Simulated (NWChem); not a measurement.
All runs are NWChem calculations. System: HBF, charge 0, spin multiplicity 2, at a geometry optimised with UB3LYP/def2-SVP. The structure started from a generated list of species. Its SCF solution wasn't tested for a lower state. Level: UHF/def2-TZVP.

Output (cleaned and shortened):

```
             Northwest Computational Chemistry Package (NWChem) 7.3.0
             --------------------------------------------------------

                                NWChem Input Module
                                -------------------

 Scaling coordinates for geometry "geometry" by  1.889725989
 (inverse scale =  0.529177249)

 Turning off AUTOSYM since
 SYMMETRY directive was detected!

                             Geometry "geometry" -> ""
                             -------------------------

 Output coordinates in angstroms (scale by  1.889725989 to convert to a.u.)

  No.       Tag          Charge          X              Y              Z
 ---- ---------------- ---------- -------------- -------------- --------------
    1 B                    5.0000     0.63051300    -0.39209600     0.00000000
    2 F                    9.0000    -0.53505800     0.18990000     0.00000000
    3 H                    1.0000     1.66295900     0.25138300     0.00000000

 Effective nuclear repulsion energy (a.u.)      22.6191936038

            Nuclear Dipole moment (a.u.)
            ----------------------------
        X                 Y               Z
 ---------------- ---------------- ----------------
     0.0000037795     0.0000056692     0.0000000000

      Symmetry information
      --------------------

 Group name             Cs
 Group number              2
 Group order               2
 No. of unique centers     3

      Symmetry unique atoms

     1    2    3


 Summary of "ao basis" -> "" (spherical)
 ------------------------------------------------------------------------------
       Tag                 Description            Shells   Functions and Types
 ---------------- ------------------------------  ------  ---------------------
 *                         def2-tzvp                  on all atoms

 Summary of "ao basis" -> "ao basis" (spherical)
 ------------------------------------------------------------------------------
       Tag                 Description            Shells   Functions and Types
 ---------------- ------------------------------  ------  ---------------------
 B                         def2-tzvp                11       31   5s3p2d1f
 F                         def2-tzvp                11       31   5s3p2d1f
 H                         def2-tzvp                 4        6   3s1p

                                 NWChem SCF Module
                                 -----------------
[...]
              MO Center=  6.5D-01, -1.3D+00,  4.6D-14, r^2= 3.4D+00
   Bfn.  Coefficient  Atom+Function         Bfn.  Coefficient  Atom+Function
  ----- ------------  ---------------      ----- ------------  ---------------
     5      1.286878  1 B  s                 65     -0.564000  3 H  s
     4     -0.437211  1 B  s                 13     -0.410308  1 B  py
     7     -0.187314  1 B  py                 3      0.184466  1 B  s

 Vector    9  Occ=0.000000D+00  E= 9.184927D-02  Symmetry=a"
              MO Center=  7.6D-01, -3.9D-01, -6.6D-14, r^2= 4.4D+00
   Bfn.  Coefficient  Atom+Function         Bfn.  Coefficient  Atom+Function
  ----- ------------  ---------------      ----- ------------  ---------------
    14      0.892318  1 B  pz                45     -0.225920  2 F  pz
     8      0.223828  1 B  pz

 Vector   10  Occ=0.000000D+00  E= 1.445368D-01  Symmetry=a'
              MO Center=  2.5D-01,  8.4D-01, -2.1D-14, r^2= 5.2D+00
   Bfn.  Coefficient  Atom+Function         Bfn.  Coefficient  Atom+Function
  ----- ------------  ---------------      ----- ------------  ---------------
     4      2.141166  1 B  s                  5     -2.108244  1 B  s
    13     -1.011221  1 B  py                 9     -0.626777  1 B  px
    65      0.591906  3 H  s                 36     -0.554202  2 F  s
    10      0.448045  1 B  py                43     -0.433590  2 F  px
    44      0.335051  2 F  py                12      0.315906  1 B  px

 center of mass
 --------------
 x =  -0.09430257 y =  -0.02775654 z =   0.00000000

 moments of inertia (a.u.)
 ------------------
           8.694400227293          15.189674329691           0.000000000000
          15.189674329691          44.729526563155           0.000000000000
           0.000000000000           0.000000000000          53.423926790447

  Mulliken analysis of the total density
  --------------------------------------

    Atom       Charge   Shell Charges
 -----------   ------   -------------------------------------------------------
    1 B    5     4.73   0.92  1.06  0.51  0.49  0.12  0.77  0.61  0.08  0.07  0.07  0.03
    2 F    9     9.29   0.77  1.20  0.60  0.99  0.35  2.25  2.27  0.85  0.00  0.01  0.00
    3 H    1     0.98   0.25  0.51  0.20  0.01

  Mulliken analysis of the alpha density
  --------------------------------------

    Atom       Charge   Shell Charges
 -----------   ------   -------------------------------------------------------
    1 B    5     2.81   0.46  0.53  0.31  0.32  0.09  0.50  0.44  0.07  0.04  0.04  0.01
    2 F    9     4.65   0.39  0.60  0.30  0.50  0.17  1.14  1.14  0.41  0.00  0.01  0.00
    3 H    1     0.54   0.14  0.29  0.11  0.01

   Mulliken analysis of the beta density
   -------------------------------------

    Atom       Charge   Shell Charges
 -----------   ------   -------------------------------------------------------
    1 B    5     1.92   0.46  0.54  0.21  0.17  0.02  0.26  0.16  0.01  0.03  0.03  0.01
    2 F    9     4.64   0.39  0.60  0.30  0.50  0.18  1.11  1.13  0.44  0.00  0.01  0.00
    3 H    1     0.44   0.11  0.23  0.10  0.01

   Mulliken analysis of the spin density
   -------------------------------------

    Atom       Charge   Shell Charges
 -----------   ------   -------------------------------------------------------
    1 B    5     0.90   0.00 -0.01  0.10  0.14  0.07  0.24  0.28  0.05  0.00  0.01 -0.00
    2 F    9     0.01   0.00 -0.00  0.00  0.00 -0.00  0.03  0.01 -0.03  0.00  0.00  0.00
    3 H    1     0.09   0.02  0.06  0.01  0.00

       Multipole analysis of the density wrt the origin
       ------------------------------------------------

     L   x y z        total         alpha         beta         nuclear
     -   - - -        -----         -----         ----         -------
     0   0 0 0     -0.000000     -8.000000     -7.000000     15.000000

     1   1 0 0      0.297781     -0.492648      0.790425      0.000004
     1   0 1 0      0.032278      0.859351     -0.827079      0.000006
     1   0 0 1      0.000000     -0.000000      0.000000      0.000000

     2   2 0 0     -9.067218    -19.153071    -16.089153     26.175007
     2   1 1 0      0.387210      4.189943      2.384265     -6.186998
     2   1 0 1      0.000000     -0.000000      0.000000      0.000000
     2   0 2 0     -9.502403     -9.301087     -4.331065      4.129750
     2   0 1 1     -0.000000     -0.000000     -0.000000      0.000000
     2   0 0 2     -7.601229     -4.407940     -3.193290      0.000000

 Task  times  cpu:        0.5s     wall:        0.5s

 Total times  cpu:        0.5s     wall:        0.5s
```

**Question.** Write an NWChem input that would produce this output.

**Answer.** One answer among several that fit: 
```
start mol
memory heap 200 mb stack 900 mb global 1100 mb
geometry units angstroms nocenter noautoz
  B      0.630513    -0.392096     0.000000
  F     -0.535058     0.189900     0.000000
  H      1.662959     0.251383     0.000000
  symmetry group Cs
end
basis spherical
  * library def2-tzvp
end
scf
  uhf
  nopen 1
  maxiter 100
  thresh 1e-7
  semidirect memsize 60000000 filesize 0
  # guess.movecs holds the orbitals of an unrestricted PBE0 run
  vectors input guess.movecs output mol.movecs
end
task scf energy
```
